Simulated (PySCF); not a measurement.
# Ruthenium: a sound run and one with changed settings

Sound run: Ru⁺ [Kr] 4d7, Ru²⁺ [Kr] 4d6. Calculation: PySCF 2.14, in cc-pVTZ-PP with ECP28MDF (5s5p4d2f1g, 63 functions); a scalar-relativistic core potential. The sound run starts from symmetry-adapted Hartree-Fock orbitals and uses a fine grid where one is needed.

Changed run: radial step 1.2 in ln r (0.13 in the sound run). This setting is unsound on purpose.

| species | method | sound run (hartree) | changed run (hartree) | converged |
| --- | --- | --- | --- | --- |
| Ru⁺ | UHF | -93.58444 | -93.58444 | yes |
| Ru⁺ | r2SCAN | -94.23838 | -91.07770 | yes |
| Ru⁺ | M06-L | -94.27721 | -91.05621 | yes |
| Ru²⁺ | UHF | -93.03762 | -93.03762 | yes |
| Ru²⁺ | r2SCAN | -93.63031 | -90.17708 | yes |
| Ru²⁺ | M06-L | -93.66308 | -90.19311 | yes |

Ionisation energy of Ru⁺:

| method | sound run (eV) | changed run (eV) |
| --- | --- | --- |
| UHF | 14.880 | 14.880 |
| r2SCAN | 16.546 | 24.507 |

A coarse radial grid mis-integrates the density and the exchange-correlation energy, with errors of either sign; Hartree-Fock needs no grid.

For comparison, NIST gives 16.76 ± 0.06 eV between the lowest levels.
